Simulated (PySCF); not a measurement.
Bond energies at MP2/def2-SVP beside a composite method

PySCF, lowest determinants of a PBE0 search. The composite is CCSD(T) extrapolated to the basis-set limit from two correlation-consistent sets, with core-valence (CV) and scalar-relativistic (SR) terms as its label shows; it has no spin–orbit coupling and nothing beyond (T).

```json
{"species": "TlF", "state (unpaired electrons)": "singlet (closed shell)", "De MP2 (eV)": "4.84", "De composite (eV)": "5.24", "composite": "CCSD(T)/CBS(DT)+CV", "dissociates to": "Tl + F"}
{"species": "PO", "state (unpaired electrons)": "doublet (π ↑)", "De MP2 (eV)": "5.40", "De composite (eV)": "6.16", "composite": "CCSD(T)/CBS(TQ)+CV+SR", "dissociates to": "P + O"}
{"species": "PS", "state (unpaired electrons)": "doublet (π ↑)", "De MP2 (eV)": "3.61", "De composite (eV)": "4.49", "composite": "CCSD(T)/CBS(TQ)+SR", "dissociates to": "P + S"}
{"species": "GeS", "state (unpaired electrons)": "singlet (closed shell)", "De MP2 (eV)": "5.31", "De composite (eV)": "5.68", "composite": "CCSD(T)/CBS(DT)+CV", "dissociates to": "Ge + S"}
{"species": "KCa", "state (unpaired electrons)": "doublet (σ ↑)", "De MP2 (eV)": "0.10", "De composite (eV)": "0.15", "composite": "CCSD(T)/CBS(DT)", "dissociates to": "K + Ca"}
{"species": "RbH", "state (unpaired electrons)": "singlet (closed shell)", "De MP2 (eV)": "1.15", "De composite (eV)": "1.79", "composite": "CCSD(T)/CBS(TQ)", "dissociates to": "Rb + H"}
{"species": "PbH", "state (unpaired electrons)": "doublet (π ↑)", "De MP2 (eV)": "2.05", "De composite (eV)": "2.53", "composite": "CCSD(T)/CBS(DT)", "dissociates to": "H + Pb"}
{"species": "KCl", "state (unpaired electrons)": "singlet (closed shell)", "De MP2 (eV)": "3.75", "De composite (eV)": "4.33", "composite": "CCSD(T)/CBS(DT)+CV", "dissociates to": "K + Cl"}
```

Q: Does MP2 bind more or less than the composite, by how much on average, and where is the difference largest?

A: MP2/def2-SVP binds less on average, method and basis taken together: the mean signed difference is -0.52 eV and the mean absolute one 0.52 eV; it is largest for PS (-0.88 eV).

The molecules are drawn from runs that passed checks on state, spin purity and fit, so the hardest cases are missing and the errors look smaller than over all diatomics.

Correlated steps freeze the inner cores (0 to 14 orbitals); shallow outer-core shells are correlated. UHF and ROHF references stand side by side, which adds small steps between rows. Weak bonds: KCa. Basis-set superposition, not corrected here, can be much of De in a small basis, most of all at correlated wavefunction levels. These are scalar-relativistic numbers at best; spin–orbit coupling would shift them, the dissociation energy most. Where the molecule has an RHF reference, its open-shell atoms are computed with UHF. The CCSD T1 diagnostic is raised in GeS, a sign that a single reference may not be enough there. States were picked by a PBE0 search and need not be the measured ground states.
